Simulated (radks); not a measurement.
Problem. Valence configurations of Cr (all share [Ar]). Calculated with a radial shooting solver on a logarithmic mesh with Libxc functionals: scalar-relativistic Kohn-Sham, SCAN, spin-unpolarised, spherical densities, finite nucleus; meta-GGA in the generalised Kohn-Sham scheme; Fermi nuclear charge, rms radius 3.6452 fm. Order these by energy: 3d4.5 4s0.5 4p1; 3d4.5 4s1 4p0.5; 3d4 4s0.5 4p1.5; 3d4.5 4s1.5; 3d4 4s2; 3d5 4p1; 3d4 4s1 4p1; 3d4 4s1.5 4p0.5; 3d5.5 4s0.5; 3d5 4s1.

Solution. From the lowest, in eV above it: 3d4.5 4s1.5 0.000; 3d4 4s2 0.105; 3d5 4s1 0.443; 3d5.5 4s0.5 1.181; 3d4.5 4s1 4p0.5 1.778; 3d4 4s1.5 4p0.5 2.005; 3d4.5 4s0.5 4p1 3.511; 3d5 4p1 3.572; 3d4 4s1 4p1 3.922; 3d4 4s0.5 4p1.5 5.845. NIST lists [Ar] 3d5 4s1 as the ground configuration; this level of theory puts 3d4.5 4s1.5 lower, by 0.443 eV. The energies are those of spherical spin-averaged densities, not of single terms.
